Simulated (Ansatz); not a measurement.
The cluster Hf2S3, 5 atoms. Hardware: 4 threads of Intel Xeon Platinum 8259CL on a shared host.

In the def2 sets Hf takes a core potential; there is no spin–orbit coupling. Correlated methods freeze 15 core orbitals; core or outer-core shells of Hf are correlated, in sets that lack core-valence functions.

(1) How many basis functions does each of these Ansatz runs have, and roughly what does it cost? PBE-D4/def2-SVP, charge 0 singlet, energy, from earlier orbitals; PBE-D4/def2-TZVP, charge 0 singlet, energy and forces, from earlier orbitals; r2SCAN-D4/def2-TZVP, charge 0 singlet, energy, from earlier orbitals; CCSD(T)/def2-TZVP, charge 0 singlet, energy, from earlier orbitals; B97M-V/def2-TZVP, charge 0 singlet, energy, from earlier orbitals; RPA@PBE/def2-TZVP, charge 0 singlet, energy, from earlier orbitals; PBE0-D4/def2-TZVP, charge 0 singlet, energy, from earlier orbitals; r2SCAN-D4/def2-SVP, charge 0 singlet, relaxation, 28 steps; PBE0-D4/def2-SVP, charge 0 singlet, energy, from earlier orbitals; ωB97X-V/def2-TZVP, charge 0 singlet, energy, from earlier orbitals; BHLYP-D4/def2-TZVP, charge 0 singlet, energy, from earlier orbitals.

Answers

(1) Other jobs shared the machine, so times can vary by a factor of up to 3. A dash marks memory too small to be measured apart from the calling script's.

```
                                                                         run  functions  fitting or Cholesky vectors  wall time  peak host memory (GiB)
            PBE-D4/def2-SVP, charge 0 singlet, energy, from earlier orbitals        118                         1243      2.4 s                       –
           PBE0-D4/def2-SVP, charge 0 singlet, energy, from earlier orbitals        118                         1123      3.9 s                       –
PBE-D4/def2-TZVP, charge 0 singlet, energy and forces, from earlier orbitals        191                         1473      4.6 s                       –
          PBE0-D4/def2-TZVP, charge 0 singlet, energy, from earlier orbitals        191                         1599      5.5 s                    0.65
          RPA@PBE/def2-TZVP, charge 0 singlet, energy, from earlier orbitals        191                         1380      6.5 s                       –
         BHLYP-D4/def2-TZVP, charge 0 singlet, energy, from earlier orbitals        191                         1788      6.5 s                    0.68
        r2SCAN-D4/def2-TZVP, charge 0 singlet, energy, from earlier orbitals        191                         1473      7.5 s                       –
           B97M-V/def2-TZVP, charge 0 singlet, energy, from earlier orbitals        191                         1473       11 s                       –
          ωB97X-V/def2-TZVP, charge 0 singlet, energy, from earlier orbitals        191                         1529       15 s                    0.81
          CCSD(T)/def2-TZVP, charge 0 singlet, energy, from earlier orbitals        191                         1380    1.8 min                     2.6
                  r2SCAN-D4/def2-SVP, charge 0 singlet, relaxation, 28 steps        118                         1243    1.8 min                       –
```
